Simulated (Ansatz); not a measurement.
Cost and result for the atomization energy of C6H4F6O2Sn, SMILES `[CH3][Sn-]1[O]C(C(F)(F)F)=CC(C(F)(F)F)=[O+]1` (19 atoms, 19 bonds).

```xyz
19

C     0.924    2.725   -0.268
Sn    0.356    1.637   -2.072
O    -1.369    0.779   -0.987
C    -1.356   -0.123   -0.119
C    -2.718   -0.302    0.576
F    -3.071    0.834    1.174
F    -3.649   -0.608   -0.325
F    -2.704   -1.265    1.497
C    -0.305   -0.952    0.262
C     0.941   -0.924   -0.358
C     2.001   -1.949    0.086
F     2.356   -2.709   -0.947
F     1.568   -2.750    1.059
F     3.083   -1.312    0.529
O     1.347   -0.169   -1.269
H     0.802    2.109    0.625
H     0.305    3.620   -0.163
H     1.968    3.040   -0.336
H    -0.479   -1.681    1.035
```

Total charge 0; spin multiplicity 1. Correlated methods include outer-core shells of Sn, which these sets cover unevenly. Sn takes the def2 core potential. The structure was optimised at the PBE0-D4/def2-TZVP level. Program: Ansatz. All runs use 11 threads of an AMD EPYC 7R13 on a shared host and a whole NVIDIA H100 80 GB. Times are those of one run each, without the atoms' runs, and a repeat can differ threefold. Electronic energies, without spin–orbit coupling; frozen cores. CCSD(T)/CBS adds CCSD(T) − MP2 in def2-TZVPP to the MP2 limit, and its time is that of the two runs behind it. T1 = 0.016. With those shells the extrapolation isn't a true limit. B3LYP takes the VWN-RPA correlation (the form of Gaussian; ORCA's B3LYP/G). HSE06 is the plane-wave form, built on full-range PBE exchange.

CCSD(T)/CBS is a level of theory with its own doubt, some kJ/mol a heavy atom from the limit and from the frozen cores, so smaller differences don't rank the functionals.

```json
{"level": "PBE0-D4/def2-TZVPP", "functions": "540", "wall time": "2.1 s"}
{"level": "revPBE-D4/def2-TZVPP", "functions": "540", "wall time": "2.2 s"}
{"level": "BLYP-D4/def2-TZVPP", "functions": "540", "wall time": "2.2 s"}
{"level": "HSE06-D4/def2-TZVPP", "functions": "540", "wall time": "2.5 s"}
{"level": "CAM-B3LYP-D4/def2-TZVPP", "functions": "540", "wall time": "2.5 s"}
{"level": "r2SCANh-D4/def2-TZVPP", "functions": "540", "wall time": "2.7 s"}
{"level": "B97M-V/def2-TZVPP", "functions": "540", "wall time": "3 s"}
{"level": "B3LYP-D4/def2-TZVPP (with forces)", "functions": "540", "wall time": "3 s"}
{"level": "PBE-QIDH/def2-TZVPP", "functions": "540", "wall time": "3.6 s"}
{"level": "MP2/def2-QZVPP", "functions": "1000", "wall time": "6.5 s"}
{"level": "CCSD(T)/def2-SVP", "functions": "242", "wall time": "7 s"}
{"level": "CCSD(T)/def2-TZVPP", "functions": "540", "wall time": "110 s"}
{"level": "CCSD(T)/CBS(def2)", "functions": "–", "wall time": "110 s"}
```

(1) What atomization energy does each give, and how far from CCSD(T)/CBS? (Estimate.)

Answers

(1) Computed: 
| level | atomization (kcal/mol) | difference from CCSD(T)/CBS | per bond |
| --- | --- | --- | --- |
| PBE0-D4/def2-TZVPP | 1989.7 | 21.9 | 1.2 |
| revPBE-D4/def2-TZVPP | 1993.1 | 25.3 | 1.3 |
| BLYP-D4/def2-TZVPP | 1989.3 | 21.5 | 1.1 |
| HSE06-D4/def2-TZVPP | 1991.7 | 23.9 | 1.3 |
| CAM-B3LYP-D4/def2-TZVPP | 1981.4 | 13.6 | 0.7 |
| r2SCANh-D4/def2-TZVPP | 1964.5 | -3.3 | -0.2 |
| B97M-V/def2-TZVPP | 1979.3 | 11.5 | 0.6 |
| B3LYP-D4/def2-TZVPP (with forces) | 1961.8 | -6.0 | -0.3 |
| PBE-QIDH/def2-TZVPP | 1959.6 | -8.2 | -0.4 |
| MP2/def2-QZVPP | 2030.8 | 63.0 | 3.3 |
| CCSD(T)/def2-SVP | 1872.7 | -95.1 | -5.0 |
| CCSD(T)/def2-TZVPP | 1908.9 | -58.9 | -3.1 |
| CCSD(T)/CBS(def2) | 1967.8 | 0.0 | 0.0 |

From BLYP to BHLYP (50 % exact exchange), in def2-TZVPP and without D4, the atomization energy moves by −118.7 kcal/mol: exact exchange takes away binding that semilocal exchange gives to molecules. At CCSD(T), def2-SVP lies −95.1 kcal/mol from the extrapolated value and def2-TZVPP −59.0 kcal/mol: correlation converges slowly with the basis, and small sets miss more of it in the bonded molecule than in its fragments. Leaving LDA and LC-ωPBE aside and taking each functional with its dispersion term where it has one, the values, not all of them listed here, spread over 214.0 kcal/mol, from BHLYP-D4 to PBE-D4. LDA lies +332.6 kcal/mol from PBE without D4, its usual overbinding.

Spin–orbit coupling would lower the free Sn atoms strongly, and the atomization energy with them, by more than many differences here. For some Ge, Se and Sn compounds the MP2-based and the directly extrapolated limit differ by 10 to 25 kJ/mol.
